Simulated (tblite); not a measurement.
C₇H₁₄Ge.
Numbering: `[CH2:1]=[C:2]([CH3:3])[C@@H:4]1[CH2:5][CH2:6][GeH2:7][CH2:8]1` (hydrogens: H9, H10 on C1; H11, H12, H13 on C3; H14 on C4; H15, H16 on C5; H17, H18 on C6; H19, H20 on Ge7; H21, H22 on C8)

Computed with GFN2-xTB (tblite), gas phase: L-BFGS steps from a force-field or distance-geometry start until the largest atomic force falls under 0.01 eV/Å.

Step 0: E = -652.8910 eV
```
atom  x, y, z in Å  |  force x, y, z in eV/Å
C1     -2.2942    1.1533    0.5457   -1.261  -0.031   0.142
C2     -1.5099    0.1309    0.2617   -0.615   0.558   0.518
C3     -2.1013   -1.2249    0.1046   -0.934   0.155  -0.578
C4     -0.0693    0.3082    0.1287    1.171   0.065   0.732
C5      0.4825   -0.0718   -1.2259   -0.534  -0.237  -0.908
C6      1.8490    0.5789   -1.3040    0.304  -0.335  -0.327
Ge7     2.5036    0.1558    0.4858    0.898  -0.030   0.945
C8      0.7678   -0.5149    1.1400    0.179   0.183  -0.520
H9     -1.9439    2.1657    0.6873   -0.180  -0.208  -0.047
H10    -3.3767    0.9261    0.6333    0.791   0.657   0.042
H11    -2.6994   -1.1807   -0.8474    0.482  -0.490   0.820
H12    -2.8034   -1.4277    0.9457    0.634  -0.131  -0.677
H13    -1.3015   -1.9472    0.0255   -0.325  -0.380   0.039
H14     0.2502    1.3628    0.3028   -0.737  -0.273  -0.039
H15     0.5512   -1.1837   -1.2528   -0.051   0.716  -0.426
H16    -0.1810    0.3129   -2.0322    0.317  -0.477   0.299
H17     1.6928    1.6609   -1.4034    0.382  -0.323  -0.390
H18     2.4877    0.1342   -2.0886   -0.420   0.600   0.099
H19     3.5728   -0.9325    0.5193    0.087   0.342   0.075
H20     2.8795    1.4408    1.2689    0.126  -0.557  -0.207
H21     0.5735   -0.2294    2.1751   -0.242  -0.407  -0.174
H22     0.6596   -1.5981    0.9292   -0.073   0.603   0.583
```

Step 1: E = -653.0549 eV
```
atom  x, y, z in Å  |  force x, y, z in eV/Å
C1     -2.3122    1.1528    0.5477   -0.261   0.317   0.097
C2     -1.5187    0.1389    0.2691   -0.026   0.163   0.328
C3     -2.1147   -1.2227    0.0963    0.062   0.081  -0.156
C4     -0.0525    0.3092    0.1391   -0.031  -0.143   0.132
C5      0.4749   -0.0752   -1.2389    0.048   0.061  -0.054
C6      1.8534    0.5741   -1.3087   -0.035  -0.218   0.110
Ge7     2.5164    0.1554    0.4993    0.565  -0.040   0.489
C8      0.7703   -0.5122    1.1326    0.353   0.224  -0.063
H9     -1.9464    2.1627    0.6866   -0.245  -0.215  -0.024
H10    -3.3654    0.9355    0.6339   -0.067   0.473   0.087
H11    -2.6925   -1.1877   -0.8357    0.096  -0.407   0.229
H12    -2.7943   -1.4296    0.9360    0.323  -0.183  -0.398
H13    -1.3061   -1.9527    0.0261   -0.506  -0.134   0.030
H14     0.2396    1.3589    0.3023   -0.509   0.004   0.019
H15     0.5505   -1.1735   -1.2589   -0.069   0.363  -0.430
H16    -0.1765    0.3061   -2.0279   -0.012  -0.256  -0.057
H17     1.6982    1.6563   -1.4090    0.368  -0.309  -0.347
H18     2.4817    0.1428   -2.0872   -0.144   0.380  -0.181
H19     3.5740   -0.9277    0.5203    0.193   0.246   0.100
H20     2.8813    1.4328    1.2660    0.172  -0.425  -0.117
H21     0.5700   -0.2352    2.1726   -0.195  -0.365  -0.242
H22     0.6586   -1.5895    0.9375   -0.077   0.383   0.448
```

Step 2: E = -653.1426 eV
```
atom  x, y, z in Å  |  force x, y, z in eV/Å
C1     -2.3240    1.1597    0.5505    0.375  -0.071  -0.025
C2     -1.5222    0.1451    0.2789   -0.044   0.033   0.195
C3     -2.1177   -1.2201    0.0901    0.445   0.155   0.167
C4     -0.0477    0.3063    0.1455   -0.389  -0.032  -0.171
C5      0.4734   -0.0750   -1.2443    0.156   0.216   0.335
C6      1.8540    0.5676   -1.3078   -0.022  -0.094   0.324
Ge7     2.5333    0.1544    0.5146    0.166  -0.062   0.023
C8      0.7791   -0.5064    1.1288    0.336   0.178   0.119
H9     -1.9527    2.1569    0.6858   -0.143   0.131   0.041
H10    -3.3631    0.9492    0.6360   -0.547   0.339   0.104
H11    -2.6881   -1.1991   -0.8267   -0.162  -0.293  -0.223
H12    -2.7841   -1.4343    0.9239    0.056  -0.207  -0.114
H13    -1.3190   -1.9574    0.0270   -0.335  -0.127  -0.003
H14     0.2248    1.3577    0.3025   -0.356   0.102   0.032
H15     0.5487   -1.1620   -1.2705   -0.049   0.019  -0.375
H16    -0.1753    0.2981   -2.0278   -0.151  -0.084  -0.210
H17     1.7082    1.6479   -1.4186    0.312  -0.212  -0.254
H18     2.4765    0.1541   -2.0908    0.002   0.186  -0.287
H19     3.5787   -0.9206    0.5229    0.310   0.120   0.123
H20     2.8857    1.4207    1.2624    0.239  -0.225   0.009
H21     0.5645   -0.2453    2.1664   -0.158  -0.230  -0.111
H22     0.6565   -1.5781    0.9502   -0.038   0.158   0.301
```

Step 3: E = -653.2021 eV
```
atom  x, y, z in Å  |  force x, y, z in eV/Å
C1     -2.3268    1.1610    0.5519    0.034   0.202   0.083
C2     -1.5277    0.1513    0.2900    0.353  -0.479  -0.065
C3     -2.1135   -1.2148    0.0884    0.323   0.080   0.147
C4     -0.0487    0.3046    0.1480   -0.439   0.073  -0.187
C5      0.4737   -0.0711   -1.2436    0.065   0.193   0.329
C6      1.8553    0.5611   -1.3016    0.107  -0.003   0.257
Ge7     2.5487    0.1524    0.5264   -0.127  -0.095  -0.302
C8      0.7913   -0.4989    1.1272    0.136   0.121   0.152
H9     -1.9596    2.1564    0.6862   -0.065   0.250   0.063
H10    -3.3706    0.9659    0.6395   -0.475   0.271   0.077
H11    -2.6875   -1.2130   -0.8238   -0.185  -0.169  -0.314
H12    -2.7754   -1.4416    0.9128   -0.140  -0.199   0.116
H13    -1.3336   -1.9642    0.0275   -0.068  -0.146  -0.023
H14     0.2067    1.3582    0.3031   -0.228   0.164   0.030
H15     0.5466   -1.1531   -1.2860   -0.030  -0.160  -0.273
H16    -0.1766    0.2904   -2.0310   -0.132   0.035  -0.190
H17     1.7215    1.6379   -1.4304    0.243  -0.075  -0.129
H18     2.4723    0.1662   -2.0983    0.032   0.036  -0.235
H19     3.5882   -0.9132    0.5272    0.390   0.011   0.133
H20     2.8937    1.4076    1.2600    0.296  -0.024   0.123
H21     0.5574   -0.2568    2.1604   -0.109  -0.065   0.059
H22     0.6544   -1.5667    0.9653    0.018  -0.020   0.151
```

Question: Estimate the geometry and energy of step 4. (The exact step hangs on the optimiser's Hessian estimate; all steps are aligned on step 3, rigid shifts and turns removed.)

Answer: E = -653.2405 eV, largest force 0.562 eV/Å
```
atom  x, y, z in Å  |  force x, y, z in eV/Å
C1     -2.3332    1.1671    0.5553    0.366  -0.424  -0.046
C2     -1.5251    0.1464    0.2975   -0.269   0.221   0.013
C3     -2.1074   -1.2093    0.0880   -0.001  -0.249   0.012
C4     -0.0547    0.3052    0.1483   -0.119   0.107  -0.079
C5      0.4735   -0.0655   -1.2394   -0.011   0.043   0.091
C6      1.8594    0.5556   -1.2936    0.153   0.054   0.021
Ge7     2.5592    0.1489    0.5310   -0.220  -0.097  -0.401
C8      0.8026   -0.4909    1.1277   -0.127   0.036   0.124
H9     -1.9661    2.1602    0.6876    0.003   0.309   0.074
H10    -3.3825    0.9849    0.6435   -0.325   0.200   0.051
H11    -2.6891   -1.2273   -0.8255   -0.087  -0.050  -0.202
H12    -2.7704   -1.4511    0.9057   -0.210  -0.142   0.199
H13    -1.3458   -1.9730    0.0275    0.129  -0.153  -0.038
H14     0.1876    1.3611    0.3040   -0.147   0.179   0.018
H15     0.5443   -1.1481   -1.3034   -0.024  -0.152  -0.144
H16    -0.1791    0.2845   -2.0360   -0.033   0.119  -0.081
H17     1.7366    1.6287   -1.4421    0.181   0.053   0.000
H18     2.4687    0.1769   -2.1078    0.013  -0.083  -0.114
H19     3.6029   -0.9069    0.5330    0.393  -0.040   0.128
H20     2.9055    1.3967    1.2604    0.317   0.084   0.169
H21     0.5496   -0.2671    2.1570   -0.052   0.087   0.184
H22     0.6531   -1.5576    0.9804    0.071  -0.104   0.021
```

The energy changes by -0.0384 eV. The first-order estimate −F·Δx gives -0.0646 eV and the mean of the old and new forces, exact on a quadratic surface, -0.0385 eV. The step makes an angle of 52° with the force vector and moves no atom by more than 0.023 Å.

The cost below is that of the whole relaxation. The run took 1.7 s of wall time on one thread, Arm Neoverse N1 (aarch64), no GPU, on a shared host.
